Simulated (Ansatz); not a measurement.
A set of 12 reactions (ligand exchange), with CCSD(T)/CBS values in kJ/mol:

```
                                                               reaction      ΔE
`[SiH3][GeH2][B](Cl)Cl` + `CC(O)O` → `CC(O)O[SiH3]` + `Cl[B](Cl)[GeH3]`   -51.1
                             `CS[SiH](F)Cl` + H₂S → `CS[SiH](F)S` + HCl    39.2
    `N#[C][Sn]([F])([F])[C]#N` + H–F → `N#[C][Sn]([F])([F])[F]` + `C#N`   -37.6
            `[CH3][Al]([NH2])[Br]` + HCl → `[CH3][Al]([NH2])[Cl]` + HBr     1.2
         `C=[N][SnH]([CH3])[OH]` + H₂S → `[CH3][SnH]([OH])[SH]` + `C=N`   -69.3
                     `CC[NH][GaH2]` + `[AsH3]` → `[GaH2][AsH2]` + `CCN`    -2.1
                             `CN[SiH](F)Br` + NH₃ → `CN[SiH](N)F` + HBr    32.1
    `[OH][Ti]([OH])([SH])[SH]` + H₂S → `[OH][Ti]([SH])([SH])[SH]` + H₂O    22.9
                            `CBB(C)F` + `N[SiH3]` → `CBN[SiH3]` + `CBF`  -165.0
                  `[NH2][Ge][F]` + `O[SiH3]` → `[F][Ge][O][SiH3]` + NH₃   -39.0
          `BB[SiH2]F` + `O[SiH2][GeH3]` → `BO[SiH2][GeH3]` + `B[SiH2]F`  -125.2
      `[SiH3]CC(Cl)Cl` + `O[SiH](O)S` → `O[SiH](O)S[SiH3]` + `CC(Cl)Cl`   -74.6
```

Gas-phase electronic energies from Ansatz, PBE0-D4/def2-TZVP geometries. CCSD(T)/CBS is the MP2 limit (def2-TZVPP, def2-QZVPP) plus CCSD(T) − MP2 in def2-TZVPP, frozen cores. This one scheme is used for every species. DFT in def2-TZVPP. B3LYP here is the variant with VWN-RPA as its local correlation; programs differ in this. def2 core potentials past Kr. For As, Br, Ga, Ge, Sn, Ti outer-core shells are correlated without core-valence functions, which leaves a few kJ/mol of doubt a bond. Scalar relativity is left out up to krypton. One conformer a species, not always the lowest.

(1) Give the mean, mean absolute and largest difference (level minus CCSD(T)/CBS, kJ/mol) for: PBE-D4, r2SCAN-D4, PBE0-D4, B3LYP-D4, ωB97M-V, B2PLYP, r2SCAN, B3LYP, HF/def2-TZVPP, MP2/def2-TZVPP, SCS-MP2/def2-TZVPP, HF/def2-QZVPP, MP2/def2-QZVPP, HF/CBS(def2). (Estimate.)

The largest T1 diagnostic in the set is 0.028, for `[OH][Ti]([SH])([SH])[SH]` (customary mark 0.02).

CCSD(T)/CBS is a level of theory with its own doubt, and the functionals carry their triple-zeta basis error, so these figures describe this set and don't rank the functionals.

## Answers

(1) Computed: 
| level | mean | mean absolute | largest |
| --- | --- | --- | --- |
| PBE-D4 | 2.6 | 6.3 | 21.6 |
| r2SCAN-D4 | 0.3 | 4.4 | 14.3 |
| PBE0-D4 | 1.4 | 5.3 | 14.6 |
| B3LYP-D4 | -0.8 | 3.0 | -8.6 |
| ωB97M-V | -0.1 | 3.3 | 12.5 |
| B2PLYP | -1.3 | 2.5 | -7.6 |
| r2SCAN | 0.4 | 4.9 | 14.7 |
| B3LYP | -0.2 | 5.4 | 14.9 |
| HF/def2-TZVPP | -3.5 | 10.4 | 29.5 |
| MP2/def2-TZVPP | -1.4 | 3.6 | -9.4 |
| SCS-MP2/def2-TZVPP | -1.5 | 3.7 | -10.7 |
| HF/def2-QZVPP | -4.1 | 11.1 | 29.5 |
| MP2/def2-QZVPP | -1.9 | 3.4 | -12.1 |
| HF/CBS(def2) | -4.2 | 11.2 | 29.5 |
